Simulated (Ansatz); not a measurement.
trans-NiCl2(NH3)2 (NiN2Cl2H6) was relaxed with PBE-D4 (def2-SVP, def2-SVPD) in Ansatz in these states: charge +1 doublet, charge -1 doublet, neutral singlet, neutral triplet. The geometries follow in no particular order.

A:

```xyz
11

Ni    0.0002   -0.0023    0.0009
Cl    0.6168   -1.6714    1.1778
N     1.4925   -0.3036   -1.1973
H     2.3403    0.1698   -0.8412
H     1.3012    0.0784   -2.1386
H     1.7188   -1.3093   -1.2718
Cl   -0.6165    1.6670   -1.1761
N    -1.4925    0.3027    1.1976
H    -2.3590   -0.0996    0.8015
H    -1.6669    1.3126    1.3309
H    -1.3348   -0.1442    2.1163
```

B:

```xyz
11

Ni   -0.002    0.001    0.001
Cl   -1.654    0.972    1.056
N    -0.597   -1.695    0.629
H    -0.200   -1.886    1.562
H    -0.273   -2.442   -0.005
H    -1.623   -1.706    0.729
Cl    1.649   -0.970   -1.056
N     0.596    1.696   -0.629
H     0.269    1.849   -1.595
H     1.626    1.731   -0.653
H     0.210    2.450   -0.039
```

C:

```xyz
11

Ni    0.000    0.000    0.000
Cl   -0.718    2.057   -1.055
N    -1.039   -1.057   -1.339
H    -2.010   -1.157   -1.014
H    -0.635   -1.998   -1.431
H    -1.061   -0.574   -2.246
Cl    0.721   -2.057    1.052
N     1.039    1.058    1.338
H     2.029    1.080    1.063
H     0.985    0.624    2.269
H     0.688    2.025    1.363
```

D:

```xyz
11

Ni    0.000    0.000    0.001
Cl    0.433    1.063    1.927
N    -0.103   -1.792    1.010
H     0.829   -2.215    1.118
H    -0.682   -2.464    0.487
H    -0.478   -1.657    1.960
Cl   -0.441   -1.061   -1.925
N     0.105    1.792   -1.010
H    -0.833    2.178   -1.184
H     0.545    1.671   -1.932
H     0.626    2.484   -0.452
```

**Question.** Judge from the bond lengths which geometry belongs to which state (an estimate).

**Answer.** A is the charge +1 doublet (Ni1–Cl2 2.133 Å, Ni1–Cl7 2.134 Å, Ni1–N8 1.937 Å); B is the neutral singlet (Ni1–Cl2 2.188 Å, Ni1–Cl7 2.188 Å, Ni1–N8 1.904 Å); C is the charge -1 doublet (Ni1–Cl2 2.421 Å, Ni1–Cl7 2.420 Å, Ni1–N8 1.997 Å); D is the neutral triplet (Ni1–Cl2 2.242 Å, Ni1–Cl7 2.242 Å, Ni1–N8 2.059 Å).

At PBE-D4/def2-SVPD the highest occupied level of the relaxed charge -1 doublet lies above zero (up to 1.26 eV). It is a level of β spin, whose loss leaves a triplet; that state wasn't run at this geometry and level. The electron is either unbound and held by the finite basis, or the level is raised by self-interaction error. At PBE0-D4/def2-TZVP a broken-symmetry singlet lies 0.14 eV below the neutral triplet. The name describes the singlet; other states may take another shape.
